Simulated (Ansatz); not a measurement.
Species: H₂FGaO₂, SMILES `[OH][Ga]([OH])[F]` (H–O–Ga–F torsion 0°, F–Ga–O–H torsion -180°) (charge 0, multiplicity 1).

Question: Give a relaxed geometry from PBE0-D4/def2-TZVP run with Ansatz (an electronic-structure program).

Answer: This is not unique; one that fits is the end point of this relaxation, one of several conformers (outside a Z-matrix the atoms follow the SMILES, hydrogens last).
Cartesian coordinates (Å) in one orientation:
```xyz
6

O      1.341    -0.688    -0.045
Ga    -0.096     0.341     0.035
O     -1.741    -0.281    -0.071
F      0.109     2.060     0.228
H      2.163    -0.197     0.028
H     -1.776    -1.235    -0.176
```
